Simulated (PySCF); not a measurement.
These compounds are isomers of formula C6H8FOP.

A. SMILES C#C[P@@]1(=O)C[C@H](F)[C@H]1C
B. SMILES COc1ccc(F)p1C
C. `InChI=1S/C6H8FOP/c1-4-6(7)9(4,8)5-2-3-5/h5H,2-3H2,1H3/t9-/m0/s1`
D. `COC(F)=C=PC1CC1`

Spectrum 1. ¹H NMR (500 MHz, computed): δ 4.00 (s, 3H), 1.39 (m, 1H), 1.02 (m, 2H), 0.83 (m, 2H). ¹³C{¹H} NMR (computed): δ 245.0 (C), 185.9 (C), 55.3 (CH3), 21.6 (CH), 18.7 (CH2).

Spectrum 2. ¹H NMR (500 MHz, computed): δ 2.23 (m, 3H), 1.14 (m, 1H), 1.07 (m, 1H), 0.88 (m, 1H), 0.83 (m, 1H), 0.44 (m, 1H). ¹³C{¹H} NMR (computed): δ 187.2 (C), 147.8 (C), 14.5 (CH), 11.9 (CH3), 4.8 (CH2), 4.3 (CH2).

Spectrum 3. ¹H NMR (500 MHz, computed): δ 6.17 (m, 1H), 5.30 (m, 1H), 3.76 (s, 3H), 1.63 (m, 3H). ¹³C{¹H} NMR (computed): δ 181.1 (C), 179.0 (C), 119.5 (CH), 103.2 (CH), 57.7 (CH3), 13.6 (CH3).

Spectrum 4. ¹H NMR (500 MHz, computed): δ 4.34 (m, 1H), 3.25 (m, 1H), 3.17 (m, 1H), 3.00 (m, 1H), 2.46 (m, 1H), 1.52 (m, 3H). ¹³C{¹H} NMR (computed): δ 99.5 (CH), 86.7 (CH), 82.7 (C), 61.3 (CH), 50.0 (CH2), 15.4 (CH3).

Calculated, not measured (PySCF 2.14.0 with density-fitted response routines): shielding tensors at PBE0/pcSseg-1 (GIAO), geometry from GFN2-xTB. One computed conformer, rapidly exchanging positions averaged, gas phase, non-relativistic.

Scale: ¹H (31.72 ppm) and ¹³C (186.93 ppm) vs TMS (reference shieldings calculated alike). Splittings of carbon signals by F and P are missing where no couplings were computed. Where no couplings were computed, multiplicities follow the n + 1 count of equivalent neighbours, and m marks all less simple cases (inequivalent or close neighbours, rings, F or P nearby). Shifts are as computed. Against solution values, carbons near 30 ppm lie about +3 ppm off and those near 130 ppm about +5 ppm. Of 1211 compounds with measured shifts, 218 miss one by over three times the rms of a fit or turn the order of signals round; such compounds aren't used in these exercises.

Match each spectrum to its structure.

Results:

1–D, 2–C, 3–B, 4–A.

- Spectrum 1 (D): 5 ¹³C signals; δC 185.9 is an alkene carbon bearing oxygen; δC 55.3 is a methyl carbon bonded to O.
- Spectrum 2 (C): 6 ¹³C signals; δC 147.8 is a fully substituted alkene carbon; δC 14.5 is a three-membered-ring carbon.
- Spectrum 3 (B): 6 ¹³C signals; δC 57.7 is a methyl carbon bonded to O; δH 3.76 is the hydrogen on a methyl carbon bonded to O.
- Spectrum 4 (A): 6 ¹³C signals; δC 99.5 is a terminal alkyne carbon; δC 86.7 is an sp3 CH bonded to F.
